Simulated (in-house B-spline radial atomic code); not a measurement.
A fraction x of an electron is removed from 5p in Xe III (Xe2+), starting from [Kr] 4d10 5s2 5p4 and keeping the highest spin. All numbers are computed (non-relativistic LDA exchange-only, spin-polarised, spherical fractional occupations; point nucleus) with a radial B-spline atomic code at the basis-set limit, not measured.

```
   x  E(x) - E(0) (eV)  5p down level (eV)
   0            0.0000             -24.329
0.08            1.9756             -25.061
0.15            3.7523             -25.703
0.33            8.5277             -27.359
0.42           11.0274             -28.190
 0.5           13.3122             -28.930
0.61           16.5505             -29.948
0.65           17.7558             -30.318
0.77           21.4606             -31.428
0.98           28.2638             -33.362
   1           28.9328                   -
```

The exact functional would give a straight line between the two integer points. Deviations E(x) - E(0) - x[E(1) - E(0)], in eV: -0.339 at x = 0.08, -0.588 at x = 0.15, -1.02 at x = 0.33, -1.124 at x = 0.42, -1.154 at x = 0.5, -1.099 at x = 0.61, -1.051 at x = 0.65, -0.818 at x = 0.77, -0.09 at x = 0.98.

The curve lies below the straight line by up to 1.154 eV (at x = 0.5): convex, the delocalisation error that favours fractional charges.

Q: How well does Slater's transition state (minus the level at half occupation) give the ionisation energy?

A: It gives 28.930 eV against 28.933 eV from the two total energies; NIST lists 31.05 eV, ground level to ground level.
